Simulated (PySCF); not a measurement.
All values below come from PBE-D3(BJ)/def2-TZVP // PBE0-D4/def2-TZVP run with PySCF. Gas-phase values, no solvent. 

Reference species (SMILES): `[Cl][Ga][Cl]` (neutral, multiplicity 2).

```
Property        Value
-------------  ------
dipole moment  1.55 D
```

Changed species: `[CH3][Ga][Cl]` (radical fragment; the reference has radical fragment).

Task: Predict the effect on the dipole moment.

Result: the dipole moment rises by 0.94 D, to 2.49 D.
